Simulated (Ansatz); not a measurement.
Cost and result for the atomization energy of `OCO[SiH2]S` (11 atoms, 10 bonds).

```xyz
11

O     1.305    0.945    0.527
C     0.585    1.048   -0.665
O     0.101   -0.188   -1.106
Si   -0.682   -1.238   -0.102
S    -2.088   -0.280    1.182
H     2.126    0.475    0.352
H     1.198    1.453   -1.477
H    -0.245    1.726   -0.451
H     0.294   -1.997    0.716
H    -1.456   -2.137   -0.983
H    -1.138    0.193    2.007
```

Total charge 0; spin multiplicity 1. The geometry is a stationary point of PBE0-D4/def2-TZVP. It is one conformer, not always the lowest. Program: Ansatz. All runs use 4 threads of an Arm Neoverse V2 on a shared host. Times are those of one run each, without the atoms' runs, and a repeat can differ threefold. Electronic energies, without spin–orbit coupling; frozen cores. CCSD(T)/CBS adds CCSD(T) − MP2 in def2-TZVPP to the MP2 limit, and its time is that of the two runs behind it. T1 = 0.012. B3LYP takes the VWN-RPA correlation (the form of Gaussian; ORCA's B3LYP/G).

CCSD(T)/CBS is a level of theory with its own doubt, some kJ/mol a heavy atom from the limit and from the frozen cores, so smaller differences don't rank the functionals.

```
                             level  functions  wall time  atomization (kJ/mol)  difference from CCSD(T)/CBS  per bond
   PBE-D4/def2-TZVPP (with forces)        261      2.4 s                3975.2                         45.6       4.6
                PBE0-D4/def2-TZVPP        261        3 s                3894.7                        -34.9      -3.5
 B3LYP-D4/def2-TZVPP (with forces)        261      4.5 s                3900.9                        -28.7      -2.9
r2SCAN-D4/def2-TZVPP (with forces)        261      4.5 s                3925.2                         -4.4      -0.4
                 B2PLYP/def2-TZVPP        261        5 s                3861.0                        -68.6      -6.9
                ωB97X-V/def2-TZVPP        261      7.5 s                3937.7                          8.1       0.8
  ωB97M-V/def2-TZVPP (with forces)        261       11 s                3936.8                          7.2       0.7
                    MP2/def2-QZVPP        491       22 s                3951.8                         22.2       2.2
                CCSD(T)/def2-TZVPP        261    2.7 min                3811.6                       -118.0     -11.8
                 CCSD(T)/CBS(def2)          –    3.1 min                3929.6                          0.0       0.0
```

From PBE to PBE0 (25 % exact exchange), in def2-TZVPP and without D4, the atomization energy moves by −76.8 kJ/mol: exact exchange takes away binding that semilocal exchange gives to molecules. The D4 term adds +39.9 kJ/mol with B3LYP and +21.0 kJ/mol with PBE0; it sums over pairs of atoms, weighted by their polarisabilities, and B3LYP, whose exchange is more repulsive, gets the larger term. In def2-TZVPP, CCSD(T) changes the Hartree–Fock value by +1048.4 kJ/mol (the triples alone add +62.2 kJ/mol) and MP2 by +1118.7 kJ/mol; breaking electron pairs costs correlation energy, which Hartree–Fock lacks.
